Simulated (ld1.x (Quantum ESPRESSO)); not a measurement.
**erbium: one change to a TM semilocal potential, before and after**

ld1.x (Quantum ESPRESSO) 7.5 input, shortened:

```
&input
   title='Er', zed=68., rel=1, dft='REVPBE', iswitch=3,
   config='[Xe] 4f12 5d0 6s0 6p0'
 /
 &inputp
   pseudotype=1, tm=.true., lloc=2,
   nlcc=.true., rcore=0.70
 /
4
5S  1  0   2.00   0.00  1.80  1.80  0.0
5P  2  1   6.00   0.00  2.00  2.00  0.0
4F  4  3  12.00   0.00  1.00  1.00  0.0
5D  3  2   0.00   0.00  2.20  2.20  0.0
 &test
   configts(1)='4f12 5s2 5p6 5d0 6s0 6p0'
 /
```

Change: all radii but the core radius scaled by about 1.10 (s 1.98, p 2.20, d 2.42, f 1.10 bohr).

Cutoffs: the cutoffs (Ry, on a coarse ladder) from which the occupation-weighted sum of valence levels, in a spherical-Bessel basis at the reference potential, stays within 10 and 1 mRy of its value at 400 Ry; they do not see the model core or the augmentation charge, which bear on the density cutoff. Errors are all-electron minus pseudo energies relative to the spin-unpolarised reference configuration.

What does the change do?

Of the 6 tests that both files solve, the error grows in 6 and shrinks in 0 by more than 15 % and 0.3 meV (median size 317.2 → 589.1 meV); neither file shows a bound ghost at the reference potential, the only one tested. More of the atom is replaced by a form fitted at one configuration, so other configurations suffer. A semilocal file is local in each channel, so a ghost entry of none says nothing of the separable form that plane-wave codes build from it.

| quantity | base | changed |
| --- | --- | --- |
| bound ghosts | none | none |
| tests counted (converged, no solver errors) | 6 of 7 | 6 of 7 |
| error for 4f12 5s2 5p6 5d0 6s2 6p0, meV [ΔE -18.12 eV] | +793 | +1509 |
| error for 4f12 5s2 5p6 5d0 6s1 6p0, meV [ΔE -11.83 eV] | +561 | +1059 |
| error for 4f11 5s2 5p6 5d0 6s0 6p0, meV [ΔE 26.14 eV] | +73 | +119 |
| error for 4f12 5s2 5p6 5d0 6s0 6p1, meV [ΔE -8.28 eV] | +67 | +94 |
| error for 4f12 5s2 5p5 5d0 6s2 6p0, meV [ΔE 13.67 eV] | +1469 | +2762 |
| error for 4f13 5s2 5p6 5d0 6s0 6p0, meV [ΔE -10.01 eV] | -1.6 | +8.2 |

Base: Tests not counted: 4f12 5s2 5p6 5d0 6s1 6p1 (pseudo-atom not self-consistent, printed error +269 meV). These tests converged, but a pseudo level misses the all-electron one widely, so the file describes the atom poorly there or has found another state: 4f13 5s2 5p6 5d0 6s0 6p0: empty 6p by 3.2 eV. Changed file: Tests not counted: 4f12 5s2 5p6 5d0 6s1 6p1 (solver errors, printed error +730 meV). These tests converged, but a pseudo level misses the all-electron one widely, so the file describes the atom poorly there or has found another state: 4f12 5s2 5p6 5d0 6s2 6p0: 4f by 1.3 eV; 4f11 5s2 5p6 5d0 6s0 6p0: empty 6s by 2.7 eV; 4f13 5s2 5p6 5d0 6s0 6p0: empty 6p by 3.2 eV (a node warning on the way).
